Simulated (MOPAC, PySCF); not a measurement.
H$_{2}$Cl$_{2}$Si, SMILES `Cl[SiH2]Cl`, neutral singlet in the gas phase. 

Cartesian coordinates (Å):
```xyz
5

Cl    -1.6501     1.0803     0.0583
Si    -0.0043    -0.1460     0.0003
Cl     1.7113     0.9803    -0.0631
H     -0.0727    -0.9589    -1.2221
H      0.0159    -0.9558     1.2266
```
Charge 0, spin multiplicity 1.

All levels are single points at this geometry (B3LYP-D3(BJ)/def2-TZVPD); Pople sets use spherical d functions. Orbital energies aren't observables, and empty levels follow the basis.

```csv
level,HOMO (eV),LUMO (eV),gap (eV),dipole (D),"vertical IE, Delta-SCF (eV)"
TPSSh-D3(BJ)/def2-TZVPD in PySCF,-8.50,-0.66,7.84,1.21,–
B3LYP/6-311+G** in PySCF,-8.98,-0.67,8.32,1.65,–
B3LYP/6-31G* in PySCF,-8.87,-0.23,8.64,1.65,11.28
B3LYP/LANL2DZ in PySCF,-9.03,-0.55,8.49,2.37,–
HF/STO-3G in PySCF,-10.70,7.80,18.50,3.00,–
PM3 in MOPAC,-10.25,-0.82,9.43,2.48,–
```
